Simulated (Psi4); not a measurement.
Br$_{2}$Sn, charge +1, doublet, at a GFN2-xTB geometry (such geometries of metal compounds can be far from the true shape) (a state made from the parent by changing its charge; the spin is typed, not shown lowest) (all electrons, no relativity); Psi4 with B3LYP/STO-3G.

Here is a job for Psi4.
```
memory 2 GB

molecule {
1 2
Sn   -0.02282736   -0.00101572    1.02101170
Br    1.03639339    1.68673076   -0.70481009
Br   -1.00378288   -1.68527973   -0.75377805
no_reorient
}

set {
  basis sto-3g
  reference uks
  scf_type pk
}

energy('b3lyp')
print_variables()
```

What the program printed (banner, timings and long lists left out):

```
   => Loading Basis Set <=

    Name: STO-3G
    Role: ORBITAL
    Keyword: BASIS

         ---------------------------------------------------------
                                   SCF
               by Justin Turney, Rob Parrish, Andy Simmonett
                          and Daniel G. A. Smith
                              UKS Reference
         ---------------------------------------------------------

  ==> Geometry <==

    Molecular point group: c1
    Full point group: C1

    Geometry (in Angstrom), charge = 1, multiplicity = 2:

       Center              X                  Y                   Z               Mass
    ------------   -----------------  -----------------  -----------------  -----------------
         SN          -0.022238737025    -0.000989529252     0.994684094907   119.902201630000
         BR           1.036982012975     1.686756950748    -0.731137695093    78.918337600000
         BR          -1.003194257025    -1.685253539252    -0.780105655093    78.918337600000

  Running in c1 symmetry.

  Rotational constants: A =      0.08071  B =      0.02750  C =      0.02051 [cm^-1]
  Rotational constants: A =   2419.76662  B =    824.42890  C =    614.92148 [MHz]
  Nuclear repulsion =  867.072133245970804

  Charge       = 1
  Multiplicity = 2
  Electrons    = 119
  Nalpha       = 60
  Nbeta        = 59

  ==> Algorithm <==

  SCF Algorithm Type is PK.
  DIIS enabled.
  MOM disabled.
  Fractional occupation disabled.
  Guess Type is SAD.
  Energy threshold   = 1.00e-06
  Density threshold  = 1.00e-06
  Integral threshold = 1.00e-12

  ==> Primary Basis <==

  Basis Set: STO-3G
    Blend: STO-3G
    Number of shells: 27
    Number of basis functions: 63
    Number of Cartesian functions: 67
    Spherical Harmonics?: true
    Max angular momentum: 2

  ==> DFT Potential <==

   => LibXC <=

    Version 7.1.2
    S. Lehtola, C. Steigemann, M. J. T. Oliveira, and M. A. L. Marques,  SoftwareX 7, 1–5 (2018) (10.1016/j.softx.2017.11.002)

   => Composite Functional: B3LYP <=

    B3LYP Hyb-GGA Exchange-Correlation Functional

    P. J. Stephens, F. J. Devlin, C. F. Chabalowski, and M. J. Frisch,  J. Phys. Chem. 98, 11623 (1994) (10.1021/j100096a001)

    Deriv               =              1
    GGA                 =           TRUE
    Meta                =          FALSE

    Exchange Hybrid     =           TRUE
    MP2 Hybrid          =          FALSE

   => Exchange Functionals <=

    0.0800   Slater exchange
    0.7200         Becke 88

   => Exact (HF) Exchange <=

    0.2000               HF

   => Correlation Functionals <=

    0.1900   Vosko, Wilk & Nusair (VWN5_RPA)
    0.8100   Lee, Yang & Parr

   => LibXC Density Thresholds  <==

    XC_HYB_GGA_XC_B3LYP:  1.00E-15

   => Molecular Quadrature <=

    Radial Scheme          =       TREUTLER
    Pruning Scheme         =           NONE
    Nuclear Scheme         =       TREUTLER

    Blocking Scheme        =         OCTREE
    BS radius alpha        =              1
    Pruning alpha          =              1
    Radial Points          =             75
    Spherical Points       =            302
    Total Points           =          58185
    Total Blocks           =            507
    Max Points             =            255
    Max Functions          =             48
    Weights Tolerance      =       1.00E-15

  ==> Integral Setup <==

  Using in-core PK algorithm.
   Calculation information:
      Number of atoms:                   3
      Number of AO shells:              27
      Number of primitives:             81
      Number of atomic orbitals:        67
      Number of basis functions:        63

      Integral cutoff                 1.00e-12
      Number of threads:                 1

  Performing in-core PK
  Using 4066272 doubles for integral storage.
  We computed 33286 shell quartets total.
  Whereas there are 71631 unique shell quartets.

  ==> DiskJK: Disk-Based J/K Matrices <==

    J tasked:                  Yes
[...]
    wK tasked:                  No
    Schwarz Cutoff:          1E-12

  Minimum eigenvalue in the overlap matrix is 3.4290747954E-01.
  Reciprocal condition number of the overlap matrix is 1.9870080142E-01.
    Using symmetric orthogonalization.

  ==> Pre-Iterations <==

  SCF Guess: Superposition of Atomic Densities via on-the-fly atomic UHF (no occupation information).

   -------------------------
    Irrep   Nso     Nmo
   -------------------------
     A         63      63
   -------------------------
    Total      63      63
   -------------------------

  ==> Iterations <==

                        Total Energy        Delta E     RMS |[F,P]|

   @UKS iter SAD: -11053.17675521958881   -1.10532e+04   0.00000e+00
   @UKS iter   1: -11057.09573864036065   -3.91898e+00   4.82663e-03 ADIIS/DIIS
   @UKS iter   2: -11057.09865456468833   -2.91592e-03   2.44940e-03 ADIIS/DIIS
   @UKS iter   3: -11057.05662519165708    4.20294e-02   3.99263e-03 ADIIS/DIIS
   @UKS iter   4: -11057.13543039846627   -7.88052e-02   2.72592e-04 ADIIS/DIIS
   @UKS iter   5: -11057.13589513950501   -4.64741e-04   3.46744e-05 DIIS
   @UKS iter   6: -11057.13590553791073   -1.03984e-05   1.30734e-05 DIIS
   @UKS iter   7: -11057.13590691084391   -1.37293e-06   2.32888e-06 DIIS
   @UKS iter   8: -11057.13590700869463   -9.78507e-08   4.00840e-07 DIIS
  Energy and wave function converged.

  ==> Post-Iterations <==

   Electrons on quadrature grid:
      Nalpha   =   60.0000098382 ; deviation = 9.838e-06
      Nbeta    =   59.0000092653 ; deviation = 9.265e-06
      Ntotal   =  119.0000191035 ; deviation = 1.910e-05

   @Spin Contamination Metric:   7.215044747E-03
   @S^2 Expected:                7.500000000E-01
   @S^2 Observed:                7.572150447E-01
   @S   Expected:                5.000000000E-01
   @S   Observed:                5.000000000E-01

    Orbital Energies [Eh]
    ---------------------

    Alpha Occupied:

[...]
    Alpha Virtual:

[...]
    Beta Occupied:

[...]
    Beta Virtual:

[...]
      63A     -0.125007

    Final Occupation by Irrep:
              A
    DOCC [    59 ]
    SOCC [     1 ]
    NA   [    60 ]
    NB   [    59 ]

  @UKS Final Energy: -11057.13590700869463

   => Energetics <=

    Nuclear Repulsion Energy =            867.0721332459708037
    One-Electron Energy =              -17073.5729663627062109
    Two-Electron Energy =                5426.3205636763123039
    DFT Exchange-Correlation Energy =    -276.9556375682715270
    Empirical Dispersion Energy =           0.0000000000000000
    VV10 Nonlocal Energy =                  0.0000000000000000
    Total Energy =                     -11057.1359070086946303

  UHF NO Occupations:
  HONO-2 :   58  A 1.9982473
  HONO-1 :   59  A 1.9982423
  HONO-0 :   60  A 1.0000000
  LUNO+0 :   61  A 0.0017577
  LUNO+1 :   62  A 0.0017527
  LUNO+2 :   63  A 0.0001002

Computation Completed

Properties will be evaluated at   0.000000,   0.000000,   0.000000 [a0]

Properties computed using the SCF density matrix

 Multipole Moments:

 ------------------------------------------------------------------------------------
     Multipole            Electronic (a.u.)      Nuclear  (a.u.)        Total (a.u.)
 ------------------------------------------------------------------------------------

 L = 1.  Multiply by 2.5417464519 to convert [e a0] to [Debye]
 Dipole X            :         -0.1631367            0.1334801           -0.0296566
 Dipole Y            :         -0.0072565            0.0059393           -0.0013172
 Dipole Z            :          7.2967673           -5.9702354            1.3265319
 Magnitude           :                                                    1.3268640

 ------------------------------------------------------------------------------------

  Variable Map:
  ----------------------------------------------------------------------------
[...]
  Array Variable Map:
  ----------------------------------------------------------------------------
[...]
[...]
```
